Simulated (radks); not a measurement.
Values are calculated unless marked as measured or tabulated.
The nuclear charge of the tellurium ion Te+ is varied continuously with 51 electrons held in [Kr] 4d10 5s2 5p3. Level of theory: Dirac Kohn-Sham, PBEsol, spin-unpolarised, spherical densities, finite nucleus; open shells are shared between the two j in proportion to 2j + 1; Fermi nuclear charge, rms radius 4.7423 fm (a radial shooting solver on a logarithmic mesh with Libxc functionals). By the Hellmann-Feynman theorem dE/dZ = E(electron-nucleus)/Z, the electronic potential at the nucleus (averaged over a nucleus of fixed radius).

| Z | E (hartree) | E(electron-nucleus)/Z (hartree) | HOMO | e(HOMO) (eV) | <r> HOMO (bohr) |
|---|---|---|---|---|---|
| 51 | -6480.48533 | -308.611 | 5p3/2 | -4.653 | 2.953 |
| 51.5 | -6635.85071 | -312.851 | 5p3/2 | -8.768 | 2.697 |
| 52 | -6793.33644 | -317.093 | 5p3/2 | -13.423 | 2.506 |
| 52.5 | -6952.94398 | -321.339 | 5p3/2 | -18.553 | 2.354 |
| 53 | -7114.67600 | -325.591 | 5p3/2 | -24.118 | 2.228 |

The central difference of E at Z = 52 is -317.093 hartree, to compare with the third column; the second derivative is -8.49 hartree.
